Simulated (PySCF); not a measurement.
# Static response to an electric field

Compound: C₄H₈N₄Si.
Structure used (GFN2-xTB), in Å, numbered top down from 1:
```xyz
17
C4H8N4Si angstrom
C     -1.7062   -0.3876    0.8334
N     -0.6940   -0.1027   -0.1538
C     -1.2271    0.5048   -1.3491
Si     0.9848   -0.1172    0.1596
N      1.7272    1.4039    0.4653
C      1.2206   -1.3865    1.5165
N      1.4004   -2.1238    2.3735
C      1.8615   -0.7689   -1.3576
N      2.3944   -1.1600   -2.2914
H     -2.2068    0.5296    1.1643
H     -2.4625   -1.0534    0.4078
H     -1.2613   -0.8749    1.6977
H     -2.0281   -0.1189   -1.7543
H     -0.4448    0.5995   -2.0978
H     -1.6366    1.4998   -1.1428
H      1.3490    2.0428    1.1461
H      2.7225    1.5256    0.3727
```

Level: PBE0/def2-SVPD (PySCF), static field, nuclei fixed, core orbitals frozen in the response. The polarisability tensor in these axes (au):

```
x   95.08 -4.82 -2.45
y   -4.82 85.90 -6.05
z   -2.45 -6.05 98.11
```

What are the eigenvalues, a third of the trace, and Δα (Δα² = ½Σ(αi − αj)² over the three pairs)?

Principal values 81.30, 97.14 and 100.65 au; mean 93.03 au = 13.79 Å³ = 15.34 × 10⁻⁴⁰ C²·m²/J; Δα = 17.86 au (19 % of the mean).

What is the dipole moment, and where does it point?

(-2.75, 4.48, 0.83) D, 5.32 D in size, pointing from the negative to the positive side. Measured along this direction, the outermost atoms are N9 at the negative end and H15 at the positive end.

What are the principal values of the traceless quadrupole moment, Θ = ½Σq(3rr − r²1), about the centre of nuclear charge?

-15.97, -2.69, 18.66 D·Å. The values depend on the origin, since the dipole doesn't vanish. The electronic extent ⟨r²⟩ about the same centre is 1435 bohr², a root-mean-square distance of 2.33 Å for the 74 electrons.

Along which axes do the principal values lie, and how far do the nuclei extend along each?

Largest value along (-0.11, -0.35, 0.93), where the nuclei span 4.90 Å; middle along (0.92, -0.38, -0.03), 5.00 Å; least along (0.36, 0.86, 0.36), 4.31 Å. 

In TDDFT the mean static polarisability is Σ f/ω² over all singlet excitations (ω in hartree). How much of it do the 8 lowest give? Their energies (eV) and oscillator strengths: 4.96, 0.0051; 5.45, 0.0683; 6.14, 0.0057; 6.22, 0.0083; 6.43, 0.0055; 6.50, 0.0258; 6.69, 0.0159; 7.12, 0.0010.

They add up to 2.96 au, 3.2 % of the 93.03 au; the largest single term is 1.71 au, from the state at 5.45 eV. Terms in order: 0.15, 1.71, 0.11, 0.16, 0.10, 0.45, 0.26, 0.01 au. Higher excitations give the rest. The strengths listed sum to 0.136.

The structure is a single GFN2-xTB conformer in the gas phase; no vibrational or solvent corrections.
